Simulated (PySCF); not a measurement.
Al(CF3)(OH)2 (CH₂AlF₃O₂), SMILES F[C](F)(F)[Al]([OH])[OH]. Heavy atoms are numbered as in [Al:1]([C:2]([F:3])([F:4])[F:5])([OH:6])[OH:8]. Hydrogens are named by the atom that carries them.

Coordinates come from a B3LYP-D3(BJ)/def2-SVP optimisation. The structure was generated by enumeration; whether it is a known compound was not checked. The values are those of a single conformer.

Level of theory: PBE/def2-TZVP (PySCF).

ESP charges are fitted to the potential on shells at 1.4 to 2.0 van der Waals radii. Atomic charges (e), one atom of each kind:

| atom | ESP fit | Mulliken | Löwdin |
|---|---|---|---|
| Al1 | 0.89 | 0.53 | -0.02 |
| C2 | (withheld) | 0.25 | -0.75 |
| F3 | (withheld) | -0.14 | 0.19 |
| O6 (OH) | -0.79 | -0.49 | -0.09 |
| H on O6 | (withheld) | 0.31 | 0.18 |

Some entries are withheld; supply them. (An estimate is asked for; the answer gives what the named calculation found.)


- C2, ESP fit: 0.42
- F3, ESP fit: -0.20
- H on O6, ESP fit: 0.43
